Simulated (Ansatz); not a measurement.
Start from `[CH3][Mo]([NH2])(=[O])=[O]` and change one element to get `[CH3][W]([NH2])(=[O])=[O]`.

Ansatz, PBE0-D4/def2-TZVP geometries, multiplicity 1. Each molecule was computed in one conformer, which needn't be the lowest.

Elements past krypton have def2 core potentials.

```csv
property,`[CH3][Mo]([NH2])(=[O])=[O]`
LUMO energy (ωB97M-V/def2-TZVPP) / eV,0.08
HOMO–LUMO gap (PBE0/def2-TZVPP) / eV,6.53
HOMO energy (PBE0/def2-TZVPP) / eV,-8.58
size of the dipole moment (PBE/def2-TZVPP) / D,3.82
"ideal-gas entropy at 298 K and 1 bar (rigid rotor, harmonic PBE0-D4/def2-TZVP) / J/(mol·K)",349
HOMO energy (ωB97M-V/def2-TZVPP) / eV,-10.94
```

Problem. Give the same properties after the change, and the shifts. (An estimate is asked.)

Solution. The calculation gave: 
```csv
property,`[CH3][W]([NH2])(=[O])=[O]`,shift
LUMO energy (ωB97M-V/def2-TZVPP) / eV,0.57,0.49
HOMO–LUMO gap (PBE0/def2-TZVPP) / eV,7.10,0.57
HOMO energy (PBE0/def2-TZVPP) / eV,-8.64,-0.06
size of the dipole moment (PBE/def2-TZVPP) / D,4.19,0.37
"ideal-gas entropy at 298 K and 1 bar (rigid rotor, harmonic PBE0-D4/def2-TZVP) / J/(mol·K)",356,7
HOMO energy (ωB97M-V/def2-TZVPP) / eV,-11.04,-0.10
```

With PBE0 the HOMO falls by 0.06 eV and the LUMO rises by 0.51 eV, so the gap widens by about 0.57 eV. PBE moves the HOMO by 0.14 eV and ωB97M-V by -0.10 eV. Dipoles are sizes alone; their direction can turn.
